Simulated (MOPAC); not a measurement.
MOPAC input (PM6):

```
PM6 PRECISE GNORM=0.05 LET XYZ UHF MS=0.5 GEO-OK AUX(PRECISION=9) THREADS=1
C3H2NS

C     1.16415300 1   -0.10205900 1   -0.42726900 1
N     0.63102200 1   -1.23167200 1   -0.50521300 1
C    -0.68143400 1   -1.22628900 1   -0.04902400 1
C    -1.11007100 1   -0.01240300 1    0.38189900 1
S     0.16744200 1    1.15930900 1    0.21161000 1
H    -1.25680100 1   -2.13868300 1   -0.06180400 1
H    -2.07530700 1    0.25594100 1    0.77889400 1
```

Output:

```
 *******************************************************************************
 **                                                                           **
 **                              MOPAC v23.2.5                                **
 **                                                                           **
 *******************************************************************************
 ** MOPAC's Digital Object Identifier: https://doi.org/10.5281/zenodo.6511958 **
 **                                                                           **
 ** Please cite the open-source release paper for use of this MOPAC version:  **
 ** J. E. Moussa and J. J. P. Stewart (2026)                                  **
 ** MOPAC: An open-source semiempirical molecular orbital program             **
 ** J. Open Source Softw., 11(119), 8025, https://doi.org/10.21105/joss.08025 **
 *******************************************************************************

                              PM6 CALCULATION RESULTS

 *******************************************************************************
 *  PM6        - The PM6 Hamiltonian to be used
 *  GEO-OK     - OVERRIDE INTERATOMIC DISTANCE AND OTHER SAFETY CHECKS
 *  UHF        - UNRESTRICTED HARTREE-FOCK CALCULATION
 *  MS=        - IN MECI, MAGNETIC COMPONENT OF SPIN =  0.5
 *  LET        - OVERRIDE SOME SAFETY CHECKS
 *  PRECISE    - TIGHTER CRITERIA TO BE USED
 *  XYZ        - CARTESIAN COORDINATE SYSTEM TO BE USED
 *  GNORM      - EXIT WHEN GRADIENT NORM DROPS BELOW 0.050
 *  AUX        - OUTPUT AUXILIARY INFORMATION
 *******************************************************************************
PM6 PRECISE GNORM=0.05 LET XYZ UHF MS=0.5 GEO-OK AUX(PRECISION=9) THREADS=1
 C3H2NS

   ATOM   CHEMICAL          X               Y               Z
  NUMBER   SYMBOL      (ANGSTROMS)     (ANGSTROMS)     (ANGSTROMS)

     1       C          1.16415300  *  -0.10205900  *  -0.42726900  *
     2       N          0.63102200  *  -1.23167200  *  -0.50521300  *
     3       C         -0.68143400  *  -1.22628900  *  -0.04902400  *
     4       C         -1.11007100  *  -0.01240300  *   0.38189900  *
     5       S          0.16744200  *   1.15930900  *   0.21161000  *
     6       H         -1.25680100  *  -2.13868300  *  -0.06180400  *
     7       H         -2.07530700  *   0.25594100  *   0.77889400  *

          CARTESIAN COORDINATES

    NO.       ATOM           X           Y           Z

     1         C          1.1642     -0.1021     -0.4273
     2         N          0.6310     -1.2317     -0.5052
     3         C         -0.6814     -1.2263     -0.0490
     4         C         -1.1101     -0.0124      0.3819
     5         S          0.1674      1.1593      0.2116
     6         H         -1.2568     -2.1387     -0.0618
     7         H         -2.0753      0.2559      0.7789

 General Reference for PM6:
 "Optimization of Parameters for Semiempirical Methods V: Modification of NDDO Approximations
 and Application to 70 Elements", J. J. P. Stewart, J. Mol. Mod., 13, 1173-1213 (2007)
 URL: https://link.springer.com/article/10.1007/s00894-007-0233-4

           Empirical Formula: C3 H2 N S  =     7 atoms

      MOLECULAR POINT GROUP   :   Cs

          UHF CALCULATION, NO. OF ALPHA ELECTRONS =   13
                           NO. OF BETA  ELECTRONS =   12

          Geometry optimization using EF

          DIAGONAL MATRIX USED AS START HESSIAN

 CYCLE:     1  GRAD.:    78.239 HEAT:  96.63300
 CYCLE:     2  GRAD.:   266.397 HEAT:  114.7565
 CYCLE:     3  GRAD.:   410.855 HEAT:  109.8903
 CYCLE:     4  GRAD.:   373.210 HEAT:  119.7696
 CYCLE:     5  GRAD.:   208.307 HEAT:  113.1903
 CYCLE:     6  GRAD.:   241.674 HEAT:  112.0823
 CYCLE:     7  GRAD.:   479.314 HEAT:  115.1365
 CYCLE:     8  GRAD.:   113.494 HEAT:  98.81078
 CYCLE:     9  GRAD.:   225.997 HEAT:  107.9171
 CYCLE:    10  GRAD.:   104.126 HEAT:  98.00523
 CYCLE:    11  GRAD.:   174.716 HEAT:  106.1486
 CYCLE:    12  GRAD.:    95.259 HEAT:  97.33525
 CYCLE:    13  GRAD.:   105.643 HEAT:  98.92518
 CYCLE:    14  GRAD.:    21.826 HEAT:  94.65332
 CYCLE:    15  GRAD.:    36.530 HEAT:  95.10551
 CYCLE:    16  GRAD.:     3.651 HEAT:  94.48718
 CYCLE:    17  GRAD.:     6.426 HEAT:  94.50267
 CYCLE:    18  GRAD.:     2.034 HEAT:  94.48081
 CYCLE:    19  GRAD.:     2.307 HEAT:  94.48144
 CYCLE:    20  GRAD.:     0.102 HEAT:  94.47847
 CYCLE:    21  GRAD.:     0.045 HEAT:  94.47846

     GRADIENT =  0.04496 IS LESS THAN CUTOFF =  0.05000

 -------------------------------------------------------------------------------
 PM6 PRECISE GNORM=0.05 LET XYZ UHF MS=0.5 GEO-OK AUX(PRECISION=9) THREADS=1
 C3H2NS

     GEOMETRY OPTIMISED USING EIGENVECTOR FOLLOWING (EF).
     SCF FIELD WAS ACHIEVED

                              PM6 CALCULATION
                                                       MOPAC v23.2.5 Linux

          FINAL HEAT OF FORMATION =         94.47846 KCAL/MOL =     395.29788 KJ/MOL

          COSMO AREA              =        107.87 SQUARE ANGSTROMS
          COSMO VOLUME            =         96.50 CUBIC ANGSTROMS

          GRADIENT NORM           =          0.04496          =       0.01699 PER ATOM
          IONIZATION POTENTIAL    =          9.863576 EV
          ALPHA SOMO LUMO (EV)    =         -9.966 -0.718
          BETA  SOMO LUMO (EV)    =         -9.864 -1.594
          NO. OF ALPHA ELECTRONS  =         13
          NO. OF BETA  ELECTRONS  =         12
          MOLECULAR WEIGHT        =         84.1155         POINT GROUP:  Cs

          MOLECULAR DIMENSIONS (Angstroms)

            Atom       Atom       Distance
            H     6    S     5     3.65052
            H     7    N     2     3.37106
            H     6    C     1     0.00000

          SCF CALCULATIONS        =         22

   ATOM   CHEMICAL          X               Y               Z
  NUMBER   SYMBOL      (ANGSTROMS)     (ANGSTROMS)     (ANGSTROMS)

     1       C          1.14382525  *  -0.09754725  *  -0.41917327  *
     2       N          0.65984337  *  -1.26718514  *  -0.52346349  *
     3       C         -0.69734026  *  -1.23251985  *  -0.04495995  *
     4       C         -1.11775936  *  -0.00843986  *   0.38548581  *
     5       S          0.17453854  *   1.18380048  *   0.21484670  *
     6       H         -1.25020628  *  -2.16509450  *  -0.07023293  *
     7       H         -2.07774404  *   0.26886377  *   0.78274494  *

                             CARTESIAN COORDINATES

   1    C        1.143825249    -0.097547247    -0.419173273
   2    N        0.659843373    -1.267185136    -0.523463491
   3    C       -0.697340258    -1.232519853    -0.044959951
   4    C       -1.117759365    -0.008439862     0.385485812
   5    S        0.174538540     1.183800479     0.214846699
   6    H       -1.250206280    -2.165094504    -0.070232929
   7    H       -2.077744041     0.268863772     0.782744936

           Empirical Formula: C3 H2 N S  =     7 atoms

      MOLECULAR POINT GROUP   :   Cs

          ALPHA EIGENVALUES
 -33.99985 -28.77236 -25.83819 -21.01812 -18.82623 -16.86369 -14.71259 -14.65065
 -12.76451 -12.04997 -10.82467 -10.32213  -9.96603  -0.71769  -0.65456   0.10573
   0.70308   1.39532   1.76523   1.83482   2.05444   2.18482   3.33078   4.22395
   4.78157   5.23990   5.40869

           BETA EIGENVALUES
 -33.92093 -28.63493 -25.63612 -20.85527 -18.32502 -16.62108 -14.61598 -14.47898
 -12.69286 -11.08177 -10.92708  -9.86358  -1.59397  -0.51112  -0.44447   0.39424
   0.82770   1.50457   1.76345   1.97179   2.13802   2.47665   3.47160   4.27919
   4.95995   5.23637   5.60835

              NET ATOMIC CHARGES AND DIPOLE CONTRIBUTIONS

  ATOM NO.   TYPE          CHARGE      No. of ELECS.   s-Pop       p-Pop       d-Pop
    1          C           0.112094        3.8879     1.27561     2.61230
    2          N          -0.294497        5.2945     1.69842     3.59608
    3          C           0.006184        3.9938     1.11794     2.87588
    4          C          -0.326938        4.3269     1.14442     3.18252
    5          S           0.120512        5.8795     1.92199     3.81420     0.14330
    6          H           0.185399        0.8146     0.81460
    7          H           0.197247        0.8028     0.80275
 DIPOLE           X         Y         Z       TOTAL
 POINT-CHG.    -1.564     0.729     0.711     1.866
 HYBRID        -0.449     0.610     0.297     0.814
 SUM           -2.012     1.339     1.009     2.619

          ATOMIC ORBITAL ELECTRON POPULATIONS

     Atom    s        px        py        pz      x^2-y^2     xz        z^2       yz        xy
    1  C   1.27561   0.87330   0.87953   0.85947
    2  N   1.69842   1.10706   1.26792   1.22109
    3  C   1.11794   0.89062   1.02284   0.96242
    4  C   1.14442   1.07169   0.98349   1.12734
    5  S   1.92199   0.98487   1.17431   1.65502   0.01454   0.02287   0.02120   0.01558   0.06911
    6  H   0.81460
    7  H   0.80275

                    (SZ)    =    0.500000
                    (S**2)  =    0.785243

          ATOMIC ORBITAL SPIN POPULATIONS

    Atom   Total    s     px     py     pz   x^2-y^2  xz     z^2    yz     xy
         Atomic
    1  C  0.9188  0.190  0.538  0.034  0.157
    2  N -0.1124  0.018 -0.027 -0.018 -0.085
    3  C  0.2212  0.028  0.083  0.014  0.097
    4  C -0.1088 -0.002 -0.008 -0.003 -0.096
    5  S  0.0825 -0.001  0.006  0.069 -0.006  0.006 -0.002 -0.001  0.003  0.009
    6  H -0.0052 -0.005
    7  H  0.0039  0.004

 **********************
 *                    *
 * JOB ENDED NORMALLY *
 *                    *
 **********************

 == MOPAC DONE ==
```

The geometry given is a B3LYP-D3(BJ)/def2-TZVP minimum.
